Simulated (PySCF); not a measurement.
Species: C3H3F2O2 (charge +1).
SMILES with atom numbers: `[O+:1]#[C:2][CH2:3][O:4][CH:5]([F:6])[F:7]` (hydrogens: H8, H9 on C3; H10 on C5)

Level: PBE0/def2-SVPD in PySCF, non-relativistic, on one gas-phase PBE0-D3(BJ)/def2-SVP geometry that isn't relaxed in the solvent. The solvent is an IEF-PCM continuum (Bondi radii, 1.10 Å for H, scaled by 1.2), and excitations are vertical TDDFT with non-equilibrium linear response and a frozen core. Only the electrostatic response of the medium enters.

Gas-phase singlets (H = HOMO, L = LUMO):

| state | E (eV) | λ (nm) | f | leading configuration |
| --- | --- | --- | --- | --- |
| S1 | 5.526 | 224 | 0.004 | H→L 99% |
| S2 | 6.078 | 204 | 0.002 | H→L+1 99% |
| S3 | 6.412 | 193 | 0.002 | H-2→L 59% |
| S4 | 6.723 | 184 | 0.034 | H-1→L 56% |
| S5 | 7.040 | 176 | 0.018 | H-1→L+1 94% |

**Question.** What are the lowest 5 singlets in benzene (ε = 2.271)?

**Answer.** 
```
state  E (eV)  λ (nm)      f  leading configuration  change by rank (eV)
   S1   5.693     218  0.005                H→L 99%               +0.167
   S2   6.267     198  0.003              H→L+1 99%               +0.189
   S3   6.587     188  0.003              H-1→L 55%               +0.175
   S4   6.998     177  0.042              H-2→L 48%               +0.275
   S5   7.294     170  0.055            H-1→L+1 47%               +0.254
```

**Question.** How does the list change in dichloromethane (ε = 8.93)?

**Answer.** 
```
state  E (eV)  λ (nm)      f  leading configuration  change by rank (eV)
   S1   5.837     212  0.004                H→L 99%               +0.311
   S2   6.432     193  0.003             H→L+1 100%               +0.354
   S3   6.721     184  0.004              H-1→L 91%               +0.309
   S4   7.241     171  0.035              H-2→L 74%               +0.518
   S5   7.477     166  0.064            H-1→L+1 68%               +0.437
```

**Question.** The ground-state energy changes by -2.541 eV from gas to dichloromethane. By how much does the total energy of gas-phase S1 change?

**Answer.** E(S1) = E(S0) + excitation energy, so it changes by -2.541 + 0.311 = -2.230 eV: it is lowered less than the ground state, which is what a blue shift means. This is the vertical state, with the slow part of the continuum still set for S0.

**Question.** How do the frontier levels move from gas to dichloromethane?

**Answer.** 
| orbital | gas (eV) | solvent (eV) | change (eV) | Löwdin shares, gas | Löwdin shares, solvent |
| --- | --- | --- | --- | --- | --- |
| LUMO+2 | -5.02 | -0.50 | +4.52 | C2 38 %, C3 21 %, O1 16 %, H8 7 % | C2 37 %, C3 19 %, O1 16 %, O4 6 % |
| LUMO+1 | -8.26 | -3.60 | +4.66 | C2 46 %, O1 34 %, C3 10 %, H8 4 % | C2 47 %, O1 34 %, C3 10 %, H8 4 % |
| LUMO | -8.67 | -4.04 | +4.63 | C2 46 %, O1 34 %, C3 8 %, O4 7 % | C2 46 %, O1 33 %, C3 8 %, O4 7 % |
| HOMO | -15.71 | -11.42 | +4.29 | O4 64 %, F7 11 %, C3 8 %, F6 8 % | O4 66 %, C3 9 %, F7 8 %, F6 6 % |
| HOMO-1 | -16.40 | -12.28 | +4.12 | F7 34 %, F6 20 %, C5 17 %, H10 14 % | O4 42 %, F6 15 %, F7 11 %, C3 10 % |
| HOMO-2 | -16.62 | -12.41 | +4.21 | O4 46 %, F6 14 %, C3 11 %, F7 9 % | F7 24 %, F6 19 %, C5 18 %, H10 15 % |
| HOMO-3 | -17.27 | -13.35 | +3.92 | F7 47 %, F6 44 % | F7 47 %, F6 45 % |

The HOMO–LUMO gap goes from 7.05 to 7.38 eV. Rows go by rank; for HOMO-2 and HOMO-1 the atom shares or the degeneracy differ between the runs, so the row needn't follow one orbital.

Conformer computed: `[O+:1]#[C:2][CH2:3][O:4][CH:5]([F:6])[F:7]`: C2–C3–O4–C5 76°, C3–O4–C5–F6 -57°.
